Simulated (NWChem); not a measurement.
System: C$_{2}$H$_{3}$O$_{3}$, doublet; SMILES C([O])(=O)OC

The following NWChem deck was run.

```
start job
memory heap 200 mb stack 900 mb global 1100 mb
geometry units angstroms noautoz
  C      0.085839     1.797846    -0.083439
  O     -0.649734     0.572938    -0.307238
  C     -0.037151    -0.543735     0.052444
  O     -0.618989    -1.654880    -0.113013
  O      1.104704    -0.607295     0.559205
  H      1.018264     1.792767    -0.653036
  H      0.300922     1.925132     0.980243
  H     -0.572222     2.590608    -0.436708
end
basis spherical
  C library def2-svp
  O library def2-svp
  H library def2-svp
end
dft
  odft
  mult 2
  xc b3lyp
  iterations 150
  mulliken
end
task dft energy
```

Output (shortened):

```
             Northwest Computational Chemistry Package (NWChem) 7.3.0
             --------------------------------------------------------

 CS  symmetry detected

                             Geometry "geometry" -> ""
                             -------------------------

 Output coordinates in angstroms (scale by  1.889725989 to convert to a.u.)

  No.       Tag          Charge          X              Y              Z
 ---- ---------------- ---------- -------------- -------------- --------------
    1 C                    6.0000     0.06038727    -1.79408636     0.00000000
    2 O                    8.0000    -0.71492942    -0.57325169     0.00000000
    3 C                    6.0000    -0.02028193     0.55327062     0.00000000
    4 O                    8.0000    -0.63028497     1.66162570     0.00000000
    5 O                    8.0000     1.22828958     0.62909020     0.00000000
    6 H                    1.0000     0.68561297    -1.84931420     0.89438531
    7 H                    1.0000     0.68561297    -1.84931420    -0.89438531
    8 H                    1.0000    -0.67645953    -2.59619086     0.00000000

 Effective nuclear repulsion energy (a.u.)     174.3836322435

      Symmetry information
      --------------------

 Group name             Cs
 Group number              2
 Group order               2
 No. of unique centers     7

                                 NWChem DFT Module
                                 -----------------

 Summary of "ao basis" -> "ao basis" (spherical)
 ------------------------------------------------------------------------------
       Tag                 Description            Shells   Functions and Types
 ---------------- ------------------------------  ------  ---------------------
 C                          def2-svp                 6       14   3s2p1d
 O                          def2-svp                 6       14   3s2p1d
 H                          def2-svp                 3        5   2s1p

      Symmetry analysis of basis
      --------------------------

        a'         59
        a"         26

            General Information
            -------------------
          SCF calculation type: DFT
          Wavefunction type:  spin polarized.
          No. of atoms     :     8
          No. of electrons :    39
           Alpha electrons :    20
            Beta electrons :    19
          Charge           :     0
          Spin multiplicity:     2
          Use of symmetry is: on ; symmetry adaption is: on
          Maximum number of iterations: 150
          AO basis - number of functions:    85
                     number of shells:    39
          Convergence on energy requested:  1.00D-06
          Convergence on density requested:  1.00D-05
          Convergence on gradient requested:  5.00D-04

              XC Information
              --------------
                         B3LYP Method XC Potential
                     Hartree-Fock (Exact) Exchange  0.200
                        Slater Exchange Functional  0.800 local
                    Becke 1988 Exchange Functional  0.720 non-local
              Lee-Yang-Parr Correlation Functional  0.810
                  VWN I RPA Correlation Functional  0.190 local

             Grid Information
             ----------------
          Grid used for XC integration:  medium
          Radial quadrature: Mura-Knowles
          Angular quadrature: Lebedev.
          Tag              B.-S. Rad. Rad. Pts. Rad. Cut. Ang. Pts.
          ---              ---------- --------- --------- ---------
          C                   0.70       49          10.0       434
          O                   0.60       49          11.0       434
          H                   0.35       45           9.0       434
          Grid pruning is: on
          Number of quadrature shells:   335
          Spatial weights used:  Erf1

      Superposition of Atomic Density Guess
      -------------------------------------

 Sum of atomic energies:        -300.82091969

      Non-variational initial energy
      ------------------------------

 Total energy =    -302.847318
 1-e energy   =    -757.913568
 2-e energy   =     280.682617
 HOMO         =      -0.379403
 LUMO         =       0.108600

   Symmetry analysis of molecular orbitals - initial alpha
   -------------------------------------------------------

  Numbering of irreducible representations:

     1 a'          2 a"

  Orbital symmetries:

     1 a'          2 a'          3 a'          4 a'          5 a'
     6 a'          7 a'          8 a'          9 a'         10 a'
    11 a'         12 a'         13 a"         14 a"         15 a'
    16 a'         17 a"         18 a'         19 a"         20 a'
    21 a"         22 a'         23 a'         24 a'         25 a"
    26 a'         27 a'         28 a'         29 a"         30 a'

   Symmetry analysis of molecular orbitals - initial beta
   ------------------------------------------------------

  Numbering of irreducible representations:

     1 a'          2 a"

  Orbital symmetries:

     1 a'          2 a'          3 a'          4 a'          5 a'
     6 a'          7 a'          8 a'          9 a'         10 a'
    11 a'         12 a'         13 a"         14 a"         15 a'
    16 a'         17 a"         18 a'         19 a"         20 a'
    21 a"         22 a'         23 a'         24 a'         25 a"
    26 a'         27 a'         28 a'         29 a"         30 a'

     ---------------------------------------------
      Total Density - Mulliken Population Analysis
     ---------------------------------------------

    Atom       Charge   Shell Charges
 -----------   ------   -------------------------------------------------------
    1 C    6     5.86   1.99  0.92  0.21  1.83  0.86  0.04
    2 O    8     8.51   1.99  1.09  0.66  2.91  1.84  0.01
    3 C    6     4.93   1.99  0.84  0.11  1.44  0.40  0.15
    4 O    8     8.47   1.99  1.14  0.70  2.84  1.79  0.01
    5 O    8     8.47   1.99  1.13  0.70  2.84  1.79  0.01
    6 H    1     0.93   0.69  0.21  0.02
    7 H    1     0.93   0.69  0.21  0.02
    8 H    1     0.92   0.69  0.20  0.02

     --------------------------------------------
      Spin Density - Mulliken Population Analysis
     --------------------------------------------

    Atom       Charge   Shell Charges
 -----------   ------   -------------------------------------------------------
    1 C    6     0.01   0.00  0.00 -0.00  0.01  0.00  0.00
    2 O    8     0.02   0.00  0.00  0.00  0.01  0.00  0.00
    3 C    6     0.02   0.00  0.00 -0.00  0.00  0.01  0.01
    4 O    8     0.49   0.00  0.00 -0.00  0.31  0.17 -0.00
    5 O    8     0.46   0.00  0.00 -0.00  0.30  0.16 -0.00
    6 H    1     0.00   0.00  0.00  0.00
    7 H    1     0.00   0.00  0.00  0.00
    8 H    1     0.01   0.00  0.00  0.00

   convergence    iter        energy       DeltaE   RMS-Dens  Diis-err
 ---------------- ----- ----------------- --------- --------- ---------
 d= 0,ls=0.0,diis     1   -303.2731767157 -4.78D+02  7.50D-03  2.80D-01
                                                     8.07D-03  2.87D-01
 d= 0,ls=0.0,diis     2   -303.2167122304  5.65D-02  4.65D-03  5.09D-01
                                                     4.78D-03  4.69D-01
 d= 0,ls=0.0,diis     3   -303.3936046952 -1.77D-01  1.39D-03  2.53D-02
                                                     2.47D-03  2.90D-02
 d= 0,ls=0.0,diis     4   -303.3879835456  5.62D-03  9.36D-04  4.17D-02
                                                     1.59D-03  4.06D-02
 d= 0,ls=0.0,diis     5   -303.4038669133 -1.59D-02  2.87D-04  1.98D-03
                                                     3.81D-04  1.77D-03
  Resetting Diis
 d= 0,ls=0.0,diis     6   -303.4045556159 -6.89D-04  9.57D-05  2.97D-04
                                                     1.01D-04  2.80D-04
 d= 0,ls=0.0,diis     7   -303.4046535408 -9.79D-05  1.34D-04  5.35D-05
                                                     1.35D-04  3.53D-05
 d= 0,ls=0.0,diis     8   -303.4045449967  1.09D-04  7.86D-05  2.86D-04
                                                     1.61D-04  3.31D-04
 d= 0,ls=0.0,diis     9   -303.4046701791 -1.25D-04  2.07D-05  2.82D-05
                                                     1.76D-05  2.05D-05
 d= 0,ls=0.0,diis    10   -303.4046775705 -7.39D-06  2.97D-05  9.14D-06
                                                     3.12D-05  5.17D-06
 d= 0,ls=0.0,diis    11   -303.4046813829 -3.81D-06  2.13D-05  2.74D-06
                                                     2.28D-05  1.73D-06
 d= 0,ls=0.0,diis    12   -303.4046827613 -1.38D-06  4.99D-06  2.13D-07
                                                     5.38D-06  1.44D-07
 d= 0,ls=0.0,diis    13   -303.4046828589 -9.76D-08  3.53D-06  6.25D-08
                                                     3.44D-06  3.14D-08

         Total DFT energy =     -303.404682858918
      One electron energy =     -759.851925968028
           Coulomb energy =      319.713815285027
    Exchange-Corr. energy =      -37.650204419382
 Nuclear repulsion energy =      174.383632243466

 Numeric. integr. density =       38.999999677742

                  Occupations of the irreducible representations
                  ----------------------------------------------

                     irrep           alpha         beta
                     --------     --------     --------
                     a'               16.0         15.0
                     a"                4.0          4.0

                    DFT Final Alpha Molecular Orbital Analysis
                    ------------------------------------------

 Vector   18  Occ=1.000000D+00  E=-3.482651D-01  Symmetry=a'
              MO Center=  4.6D-01,  8.2D-01,  1.9D-12, r^2= 1.9D+00
   Bfn.  Coefficient  Atom+Function         Bfn.  Coefficient  Atom+Function
  ----- ------------  ---------------      ----- ------------  ---------------
    61      0.537176  5 O  py                46     -0.402088  4 O  px
    64      0.352362  5 O  py                49     -0.260720  4 O  px
    18      0.193125  2 O  px                21      0.144969  2 O  px
    60     -0.094248  5 O  px                47     -0.078271  4 O  py
    63     -0.060523  5 O  px                36      0.055031  3 C  py

 Vector   19  Occ=1.000000D+00  E=-3.479424D-01  Symmetry=a"
              MO Center=  6.6D-02, -4.6D-01, -1.9D-12, r^2= 2.2D+00
   Bfn.  Coefficient  Atom+Function         Bfn.  Coefficient  Atom+Function
  ----- ------------  ---------------      ----- ------------  ---------------
    20      0.495774  2 O  pz                23      0.367591  2 O  pz
    62     -0.349876  5 O  pz                65     -0.252681  5 O  pz
     6     -0.179764  1 C  pz                71     -0.174730  6 H  s
    76      0.174730  7 H  s                 72     -0.116473  6 H  s
    77      0.116473  7 H  s                 48     -0.048562  4 O  pz

 Vector   20  Occ=1.000000D+00  E=-3.401041D-01  Symmetry=a"
              MO Center=  3.8D-03,  1.1D+00, -3.8D-16, r^2= 2.0D+00
   Bfn.  Coefficient  Atom+Function         Bfn.  Coefficient  Atom+Function
  ----- ------------  ---------------      ----- ------------  ---------------
    48      0.518685  4 O  pz                62     -0.381989  5 O  pz
    51      0.367812  4 O  pz                65     -0.270730  5 O  pz
    20     -0.161426  2 O  pz                23     -0.117108  2 O  pz
     6      0.090521  1 C  pz                71      0.077788  6 H  s
    76     -0.077788  7 H  s                 41      0.034259  3 C  d  1

 Vector   21  Occ=0.000000D+00  E= 1.641926D-02  Symmetry=a"
              MO Center=  6.8D-02,  4.9D-01, -4.1D-15, r^2= 1.9D+00
   Bfn.  Coefficient  Atom+Function         Bfn.  Coefficient  Atom+Function
  ----- ------------  ---------------      ----- ------------  ---------------
    34      0.634096  3 C  pz                37      0.540536  3 C  pz
    65     -0.336210  5 O  pz                62     -0.328288  5 O  pz
    51     -0.310192  4 O  pz                48     -0.300515  4 O  pz
    72      0.275914  6 H  s                 77     -0.275914  7 H  s
    20     -0.248613  2 O  pz                 9     -0.229797  1 C  pz

 Vector   22  Occ=0.000000D+00  E= 5.422214D-02  Symmetry=a'
              MO Center=  3.4D-01, -2.0D+00,  3.4D-15, r^2= 4.5D+00
   Bfn.  Coefficient  Atom+Function         Bfn.  Coefficient  Atom+Function
  ----- ------------  ---------------      ----- ------------  ---------------
     3      2.366295  1 C  s                 72     -1.215102  6 H  s
    77     -1.215102  7 H  s                 82     -1.054020  8 H  s
    31     -0.598461  3 C  s                  8     -0.399244  1 C  py
     7      0.358908  1 C  px                59      0.252660  5 O  s
     2      0.229661  1 C  s                 17      0.207708  2 O  s

 Vector   23  Occ=0.000000D+00  E= 8.328669D-02  Symmetry=a'
              MO Center= -2.1D-02, -1.4D+00, -1.1D-15, r^2= 3.0D+00
   Bfn.  Coefficient  Atom+Function         Bfn.  Coefficient  Atom+Function
  ----- ------------  ---------------      ----- ------------  ---------------
     3      1.295430  1 C  s                 17     -1.121676  2 O  s
     8      0.778294  1 C  py                31      0.723102  3 C  s
     7     -0.489579  1 C  px                45     -0.398590  4 O  s
    82     -0.386587  8 H  s                 21     -0.335256  2 O  px
    22      0.313203  2 O  py                72     -0.311638  6 H  s

                     DFT Final Beta Molecular Orbital Analysis
                     -----------------------------------------

 Vector   17  Occ=1.000000D+00  E=-3.447939D-01  Symmetry=a"
              MO Center= -7.8D-02, -4.9D-01, -4.2D-16, r^2= 2.2D+00
   Bfn.  Coefficient  Atom+Function         Bfn.  Coefficient  Atom+Function
  ----- ------------  ---------------      ----- ------------  ---------------
    20      0.515199  2 O  pz                23      0.383136  2 O  pz
    62     -0.287684  5 O  pz                65     -0.209992  5 O  pz
     6     -0.184495  1 C  pz                71     -0.180601  6 H  s
    76      0.180601  7 H  s                 48     -0.135286  4 O  pz
    72     -0.117203  6 H  s                 77      0.117203  7 H  s

 Vector   18  Occ=1.000000D+00  E=-3.261891D-01  Symmetry=a'
              MO Center=  2.9D-01,  8.7D-01,  7.3D-16, r^2= 2.0D+00
   Bfn.  Coefficient  Atom+Function         Bfn.  Coefficient  Atom+Function
  ----- ------------  ---------------      ----- ------------  ---------------
    61      0.434937  5 O  py                64      0.299258  5 O  py
    46      0.271911  4 O  px                47      0.263603  4 O  py
    18      0.185327  2 O  px                49      0.182030  4 O  px
    50      0.180284  4 O  py                17      0.172337  2 O  s
    36      0.169552  3 C  py                21      0.154074  2 O  px

 Vector   19  Occ=1.000000D+00  E=-3.232932D-01  Symmetry=a"
              MO Center=  1.4D-01,  1.2D+00, -2.4D-14, r^2= 1.8D+00
   Bfn.  Coefficient  Atom+Function         Bfn.  Coefficient  Atom+Function
  ----- ------------  ---------------      ----- ------------  ---------------
    48      0.502690  4 O  pz                62     -0.424928  5 O  pz
    51      0.365856  4 O  pz                65     -0.310679  5 O  pz
    20     -0.081312  2 O  pz                23     -0.058512  2 O  pz
     6      0.056052  1 C  pz                71      0.046111  6 H  s
    76     -0.046111  7 H  s                 41      0.040477  3 C  d  1

[...]
```

Level: B3LYP/def2-SVP, spin-unrestricted. Coordinates come from a B3LYP/6-31G* (spherical d), spin-unrestricted optimisation. No stability test was run on the SCF state.
